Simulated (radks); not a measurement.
The numbers below are computed, except where a source is named.
Problem. The fluorine ion F2+, [He] 2s2 2p3. Level of theory: non-relativistic Kohn-Sham, exchange-only B88, spin-polarised, spherical densities, point nucleus (a radial shooting solver on a logarithmic mesh with Libxc functionals). Every spin shell is full or empty, so the densities are truly spherical. Functionals are evaluated on that one density, not self-consistently. Rank these orbital-free kinetic functionals by their error against the exact value of the orbitals, and give that value: Thomas-Fermi, von Weizsacker, TF + vW, TF + vW/9, TF + vW/5, LC94, APBEK, revAPBEK, Perdew 92, Thakkar, Pearson, LKT, PG1, DePristo-Kress, Ernzerhof.

Solution. Exact: 97.5933 hartree. From best to worst, with 100 (|E| - |E exact|)/|E exact| (equal figures are ties): LC94 +0.13, Thakkar +0.15, Perdew 92 -0.20, APBEK +0.21, TF + vW/9 -0.21, DePristo-Kress -0.54, revAPBEK +0.79, Ernzerhof +1.14, Pearson -2.85, TF + vW/5 +6.62, Thomas-Fermi -8.76, von Weizsacker -23.10, PG1 +35.54, LKT +42.20, TF + vW +68.14.
